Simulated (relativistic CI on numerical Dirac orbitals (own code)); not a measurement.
# Dy64+: sensitivity of the levels to the model

Base calculation: Dirac-Coulomb-Breit CI, KLI orbitals optimised for each configuration, a model potential for QED, unscaled Slater integrals.

Configuration list: 1s2, 1s 2s, 1s 2p, 1s 3s, 1s 3p, 1s 3d, 1s 4s, 1s 4p, 1s 4d, 1s 4f, 1s 5s, 1s 5p, 1s 5d, 1s 5f, 1s 5g, 1s 6s, 1s 6p, 1s 6d, 2s2. Levels of other configurations are missing.

Variants: (1) one mean potential for all configurations. Shifts of the energy above 1s2 1S_0, in eV, for the lowest level and the first level of each name with at least 55 % of one term (blank where a level changes its place among those of its configuration and J or its character, or is not in the variant):

| Level | Base | Δ(1) |
| --- | --- | --- |
| 1s2 1S_0 | 0.0 | 0.0 |
| 1s 2s 3S_1 | 46077.6 | -1.3 |
| 1s 2p 3P°_1 | 46177.2 | -1.4 |
| 1s 2s 1S_0 | 46199.1 | -0.2 |
| 1s 2p 3P°_0 | 46199.4 | -1.5 |
| 1s 2p 3P°_2 | 47119.1 | -1.4 |
| 1s 2p 1P°_1 | 47163.2 | -1.2 |
| 1s 3s 3S_1 | 54904.9 | -1.2 |
| 1s 3p 3P°_1 | 54931.7 | -1.3 |
| 1s 3s 1S_0 | 54937.3 | -1.0 |
| 1s 3p 3P°_0 | 54937.5 | -1.4 |
| 1s 3p 3P°_2 | 55211.9 | -1.2 |
| 1s 3d 3D_2 | 55221.3 | -1.2 |
| 1s 3d 3D_1 | 55224.2 | -1.2 |

At this charge energies of transitions that change n are usually good to better than 1 %, and those within a shell (Δn = 0) to a few per cent.

Ionisation energy from the two ground configurations alone: base 61733 eV. The NIST ASD value (theoretical) is 61736.6 eV.

LS names give the leading component of a level, which can be under half, so a name can repeat, a term be missing and a line seem to break the LS rules.
